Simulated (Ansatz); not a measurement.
Species: C3H4S3, SMILES `S=C=C(S)SC` (C–S–C–S torsion -70°, S–C–S–H torsion -74°) (charge 0, multiplicity 1), formula C₃H₄S₃.

Question: How many basis functions does frozen-core CCSD(T)/cc-pVTZ // PBE-D3(BJ)/def2-TZVP (Ansatz, an electronic-structure program) use, how many core orbitals are frozen, and how many electrons are correlated?

Answer: 248 basis functions and 18 frozen orbitals, which leaves 34 correlated electrons. Core time is of the order of minutes.
